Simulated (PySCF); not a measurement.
**Correlation energy of Sb⁺ (antimony, charge +1)**

[Kr] 4d10 5s1 5p2 6s1, high-spin 5P determinant (an excited configuration). Calculation: PySCF 2.14, in aug-cc-pVTZ-PP with ECP28MDF (6s5p4d2f, 55 functions); scalar relativity through the core potential. Frozen: 4s2 4p6 4d10; 4 electrons correlated.

MP2 pair energies summed by pair of shells (mhartree):

```tsv
pair	energy	share (%)
5p-6s	-5.79	39.6
5p-5p	-4.44	30.3
5s-5p	-2.98	20.4
5s-6s	-1.41	9.7
```

Total MP2 correlation energy: -14.62 mhartree.

Same-spin part -14.62 and opposite-spin part 0.00 mhartree; SCS-MP2 scales them by 1/3 and 6/5 to -4.87 mhartree.
